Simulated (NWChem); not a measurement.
Molecule: CH₆FNSi; SMILES F[SiH2]CN

```xyz
10

N      0.0813     2.1441     0.0000
C     -0.7117     0.9159     0.0000
Si     0.4123    -0.5909     0.0000
F     -0.4057    -2.0023     0.0000
H      0.6837     2.2026     0.8188
H      0.6837     2.2026    -0.8188
H     -1.3816     0.9130    -0.8762
H     -1.3816     0.9130     0.8762
H      1.2754    -0.5594     1.2183
H      1.2754    -0.5594    -1.2183
```
Atoms are numbered in this order, from 1.

Computed with NWChem. All runs use the structure optimised with PBE0/def2-SVP. Vzz is the largest principal value of the second derivative of the potential at the nucleus (NWChem prints the opposite sign); η is the asymmetry. Non-relativistic.

```tsv
level	Vzz N1 (a.u.)	η N1
CAM-B3LYP/def2-SVP	___	0.14
CAM-B3LYP/def2-TZVP	-1.060	0.18
PBE/def2-SVP	-1.010	0.16
PBE/def2-TZVP	-0.981	0.21
```

Q: Fill in the missing entries.

A: 
- CAM-B3LYP/def2-SVP, Vzz N1 (a.u.): -1.087
